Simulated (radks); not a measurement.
Values are calculated unless marked as measured or tabulated.
Task: Coherent X-ray form factor from a spherical all-electron density. Level of theory: Dirac Kohn-Sham, PBE, spin-unpolarised, spherical densities, finite nucleus; Fermi nuclear charge, rms radius of each element as measured or else 0.836 A^(1/3) + 0.57 fm (a radial shooting solver on a logarithmic mesh with Libxc functionals).

| sin(theta)/lambda (1/angstrom) | f0 (electrons) |
|---|---|
| 0.05 | 41.006 |
| 0.1 | 38.638 |
| 0.15 | 35.859 |
| 0.2 | 33.151 |
| 0.25 | 30.650 |
| 0.3 | 28.395 |
| 0.4 | 24.650 |
| 0.5 | 21.807 |
| 0.6 | 19.585 |
| 0.8 | 16.013 |
| 1 | 12.958 |
| 1.25 | 9.903 |
| 1.5 | 7.844 |
| 2 | 5.820 |

The species is in the configuration that NIST lists as its ground one. Which atom or ion scatters so?

Result: Neutral molybdenum, [Kr] 4d5 5s1. Extrapolating in s^2 from the first two rows gives f0(0) = 41.8, near the electron count 42; among species with that count, the fall with angle is slower the higher Z, and the table is that of Z = 42; from so few rows the species is fixed only to a neighbour or two.
